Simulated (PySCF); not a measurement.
How methods differ on the electron affinity of Rh

Rh⁻ [Kr] 4d8 5s2 (3F) → Rh [Kr] 4d8 5s1 (4F), as a difference of total energies. All numbers are calculated (PySCF 2.14, scalar relativity by spin-free X2C-1e, in aug-cc-pwCVTZ-DK (11s10p8d4f3g, 136 functions)). Correlated levels: valence: [Kr] frozen. The calculations carry no spin-orbit coupling.

Question: Order these methods by the electron affinity they give, lowest first.
A. CCSD(T) (valence)
B. MP2 (valence)
C. SCS-MP2 (valence)
D. UHF

Answer: D (-0.068 eV), B (0.757 eV), C (0.833 eV), A (1.060 eV).

A negative affinity means that the anion lies above the atom at that level of theory.

The coupled-cluster amplitudes are large for Rh⁻ (T1 above 0.03 or a double amplitude above 0.15), so a single reference is strained.

For comparison: 1.143 eV (measured; photodetachment measurements, as compiled on the Wikipedia data page of electron affinities).
